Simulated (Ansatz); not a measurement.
Start from `CO[B]([AlH2])[SiH3]` and change one atom or group to get `COB(N)[SiH3]`.

Ansatz, PBE0-D4/def2-TZVP geometries, multiplicity 1. Each molecule was computed in one conformer, which needn't be the lowest.

```
                                        property  `CO[B]([AlH2])[SiH3]`
             LUMO energy (B3LYP/def2-TZVPP) / eV                  -1.98
size of the dipole moment (B3LYP/def2-TZVPP) / D                   2.56
             HOMO–LUMO gap (PBE/def2-TZVPP) / eV                   2.87
           LUMO energy (ωB97M-V/def2-TZVPP) / eV                  -0.17
              LUMO energy (PBE0/def2-TZVPP) / eV                  -1.81
  size of the dipole moment (PBE/def2-TZVPP) / D                   2.55
```

(1) What does the change do to each property? (An estimate is asked.)

Results:

(1) The calculation gave: 
```json
{"property": "LUMO energy (B3LYP/def2-TZVPP) / eV", "`COB(N)[SiH3]`": "0.00", "shift": "1.98"}
{"property": "size of the dipole moment (B3LYP/def2-TZVPP) / D", "`COB(N)[SiH3]`": "0.98", "shift": "-1.58"}
{"property": "HOMO–LUMO gap (PBE/def2-TZVPP) / eV", "`COB(N)[SiH3]`": "5.54", "shift": "2.67"}
{"property": "LUMO energy (ωB97M-V/def2-TZVPP) / eV", "`COB(N)[SiH3]`": "2.05", "shift": "2.22"}
{"property": "LUMO energy (PBE0/def2-TZVPP) / eV", "`COB(N)[SiH3]`": "0.18", "shift": "1.99"}
{"property": "size of the dipole moment (PBE/def2-TZVPP) / D", "`COB(N)[SiH3]`": "1.13", "shift": "-1.42"}
```

With PBE0 the HOMO falls by 1.16 eV and the LUMO rises by 1.99 eV, so the gap widens by about 3.15 eV. PBE moves the HOMO by -0.81 eV and ωB97M-V by -1.50 eV. Dipoles are sizes alone; their direction can turn.

B3LYP here is the variant with VWN-RPA as its local correlation; programs differ in this.
